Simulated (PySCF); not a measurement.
Computed shifts of a molecule C5H4F2O, B3LYP/pcSseg-1 (PySCF), GIAO, gas phase, equivalent atoms averaged, in ppm (number of nuclei): ¹³C: 213.7 (1), 133.2 (1), 132.1 (1), 104.2 (1), 47.8 (1). ¹⁹F: -86.4 (2). ¹H: 6.29 (2), 3.94 (2). References: ¹³C against TMS (σ = 181.3 ppm); ¹⁹F against CFCl3 (σ = 161.7 ppm); ¹⁷O against H2O (σ = 333.8 ppm); ¹H against TMS (σ = 31.68 ppm), references at their B3LYP-D3(BJ)/def2-TZVP geometries, non-relativistic. Coordinates come from a B3LYP-D3(BJ)/def2-SVP optimisation. One conformer was computed; it need not be the lowest.

Identify the compound among the candidates.
A) F/C=C(\F)C1=CCO1
B) C=C1OC(=C)C1(F)F
C) O=C[C@H]1C(F)=C[C@@H]1F
D) C=C=C1CC(F)(F)O1

D, C=C=C1CC(F)(F)O1
